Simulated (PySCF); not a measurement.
Species: C3H7Si2 (doublet state).
Cartesian coordinates in Å at the GFN2-xTB level; atoms count from 1:
```
atom  x, y, z in Å
Si1    2.0672    0.0866    0.1948
C2     0.2594   -0.0414    0.7363
C3    -0.4581   -1.0748   -0.0825
C4    -1.4119   -0.4157   -0.7520
Si5   -1.0210    1.2429    0.0446
H6     2.8930   -1.0388    0.6287
H7     2.2236    0.3470   -1.2327
H8     0.2091   -0.2401    1.8087
H9    -0.1967   -2.1234   -0.1205
H10   -2.1036   -0.8204   -1.4735
H11   -1.9861    1.7653    1.0115
H12   -0.4738    2.3121   -0.7895
```

The hyperfine couplings belong to this conformer and change with its torsions.

As a line formula: `[SiH2][C@H]1[SiH2]C=C1` [radical].

The calculation used UKS B3LYP, pcH-1 on C H Si, non-relativistic, mean-field spin-orbit, GIAO (PySCF). Isolated species at its GFN2-xTB geometry (one conformer only). Couplings are sensitive to structure, and on GFN2-xTB geometries they can be far from those on DFT ones, by a factor of two or more for some ions and for spin on atoms past the first row. No stability test was run, so a lower SCF solution isn't excluded.

Mulliken spin populations: Si1 +0.980, C2 -0.011, C3 -0.016, C4 +0.063, Si5 -0.003, H6 -0.005, H7 -0.007, H8 -0.002, H9 -0.001, H10 -0.002, H11 +0.003, H12 0.000.

**Question.** Give the computed dipolar 1H tensors of H8, H9, H10, H11, H12.

**Answer.** 
| atom | position | distance from Si1 (Å) | T1 (MHz) | T2 | T3 |
| --- | --- | --- | --- | --- | --- |
| H8 | 2 bonds from Si1 | 2.48 | -3.74 | -2.32 | 6.06 |
| H9 | 3 bonds from Si1 | 3.18 | -2.36 | -1.22 | 3.58 |
| H10 | 4 bonds from Si1 | 4.58 | -2.80 | -0.68 | 3.48 |
| H11 | 3 bonds from Si1 | 4.46 | -0.92 | -0.53 | 1.45 |
| H12 | 3 bonds from Si1 | 3.52 | -1.66 | -1.10 | 2.76 |

**Question.** Estimate them with point dipoles: put each population ρk at its nucleus, leave out the nucleus itself and the atom bound to it, and sum T = Σ [ρk/(2S)]·C·(3 n nᵀ − 1)/r³ with C = μ0 gₑ μB g_N μN/(4π h) = 79.06 MHz Å³.

**Answer.** 
```json
{"atom": "H8", "T1 (MHz)": "-5.18", "T2": "-4.84", "T3": "10.03", "T3, computed": "6.06", "difference in T3 (%)": "+66"}
{"atom": "H9", "T1 (MHz)": "-2.83", "T2": "-1.44", "T3": "4.28", "T3, computed": "3.58", "difference in T3 (%)": "+20"}
{"atom": "H10", "T1 (MHz)": "-0.73", "T2": "-0.65", "T3": "1.38", "T3, computed": "3.48", "difference in T3 (%)": "-60"}
{"atom": "H11", "T1 (MHz)": "-1.02", "T2": "-0.65", "T3": "1.67", "T3, computed": "1.45", "difference in T3 (%)": "+15"}
{"atom": "H12", "T1 (MHz)": "-1.90", "T2": "-1.44", "T3": "3.34", "T3, computed": "2.76", "difference in T3 (%)": "+21"}
```

In T3 the estimate is closest for H11 (+15 %, 4.46 Å from Si1) and worst for H8 (+66 %, 2.48 Å).

**Question.** If all the spin sat on Si1, T∥ = 2C/r³. What distance does the computed T3 of H11 then imply?

**Answer.** r = (2 × 79.06/1.45)^(1/3) = 4.78 Å, against 4.46 Å in the structure.
